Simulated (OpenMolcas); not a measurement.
Pr4+ in a point-charge field

Pr4+ among 12 point charges of -1.5 e arranged as a cuboctahedron (Oh), 2.64 Å from the ion.

```json
{
  "Program": "OpenMolcas 26.06",
  "Method": "CASSCF",
  "Basis": "ANO-RCC-VDZP [7s6p4d2f1g]",
  "Scalar Hamiltonian": "DKH2, point nucleus",
  "Active space": "1 electron in 7 orbitals (4f)",
  "State averaging": "2S+1 = 2 odd, 7 roots",
  "Spin-orbit coupling": "state interaction with AMFI integrals over the reference wave functions"
}
```

The lowest spin-free states (labels of O, the rotations of Oh), above the lowest:

```json
{"State": "2T1", "Degeneracy": "3", "E (cm-1)": "0.0", "Free-ion L (%)": "F (100)"}
{"State": "2T2", "Degeneracy": "3", "E (cm-1)": "160.0", "Free-ion L (%)": "F (100)"}
{"State": "2A2", "Degeneracy": "1", "E (cm-1)": "178.3", "Free-ion L (%)": "F (100)"}
```

The lowest levels with spin-orbit coupling:

| E (cm-1) | Degeneracy | Label | 2S+1 | J | |mJ| (%) | g |
| --- | --- | --- | --- | --- | --- | --- |
| 0.0 | 4 | Γ8 | 2 | 2.50 | 1/2 (50) |  |
| 111.4 | 2 | Γ7 | 2 | 2.50 | 3/2 (83) | 1.43 1.43 1.43 |
| 3085 | 2 | Γ6 | 2 | 3.50 | 1/2 (58) | 2.67 2.67 2.67 |
| 3190 | 4 | Γ8 | 2 | 3.50 | 3/2 (37) |  |
| 3257 | 2 | Γ7 | 2 | 3.50 | 5/2 (75) | 3.43 3.43 3.43 |

Powder χT (cm3 K/mol): 0.498 at 2 K, 0.529 at 10 K, 0.667 at 50 K, 0.746 at 100 K, 0.789 at 200 K, 0.802 at 300 K. The effective moment at 300 K is 2.828 √(χT) = 2.53 μB.

Hund's rules give f1 the level 2F5/2 with g = 0.857, so an isolated free-ion multiplet has χT = g² J(J+1) / 8 = 0.804 cm3 K/mol. The computed 0.802 at 300 K differs by 0 %, through the field's splitting, the mixing of terms and any other multiplet in reach.

Stevens parameters of the J = 5/2 multiplet, which is 111 cm-1 wide (cm-1, z along the main axis): B40 = -3.095e-01, B44 = -1.548e+00.

This is an electrostatic model: the charges have no orbitals. No measured value stands beside these numbers.
